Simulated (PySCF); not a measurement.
## Gas-phase XPS of [(OH)3Si]2S, computed

Species: [(OH)3Si]2S.
Bonds: Si1–O2, Si1–O3, Si1–O4, Si1–S5, S5–Si6, Si6–O7, Si6–O8, Si6–O9. Hydrogens: H10 on O2; H11 on O3; H12 on O4; H13 on O7; H14 on O8; H15 on O9.

Method used: delta-SCF UKS SCAN, pcX-2 on the ionised atom, pcseg-1 elsewhere, spin-free X2C (PySCF 2.14.0). Each binding energy is the total energy of the core-ionised species, with the hole localised on one atom, minus that of the ground state; both are solved self-consistently, so orbital relaxation is included.

Problem. Give the core binding energies atom by atom.

Solution. 
```
atom(s)  bonded to     level  binding energy (eV)  2p1/2 (eV)  count
    Si1  3 O and S  Si 2p3/2               108.39      109.02      1
O2 (×6)   H and Si      O 1s               538.36           –      6
    Si1  3 O and S     Si 1s              1848.64           –      1
     S5       2 Si      S 1s              2476.69           –      1
```

Problem. Which photon energy gives electrons from Si 1s of Si1 a kinetic energy of 200 eV, and what is their de Broglie wavelength?

Solution. hν = 1848.64 + 200 = 2048.64 eV, recoil neglected; λ = 12.264 Å/√(E/eV) = 0.87 Å.

One atom of each set of topologically equivalent atoms was ionised and stands for the set; in this conformer not all members are related by symmetry, and their own values weren't computed. The list is incomplete; no value stands for Si 1s of Si6 or Si 2p of Si6. The 2p values aren't plain energy differences: one relaxed spin-free 2p hole is combined with a matrix within the shell (ground-state 2p orbital-energy differences and spin–orbit coupling). 2p3/2, the mean of its two sublevels, lies a third of the splitting below the shell's mean and 2p1/2 two thirds above it; the statistical areas are 2:1. 2p1/2 minus 2p3/2 (ligand field included): Si 0.62 eV. Geometry: PBE0-D3(BJ)/def2-SVP, one conformer, isolated molecule.
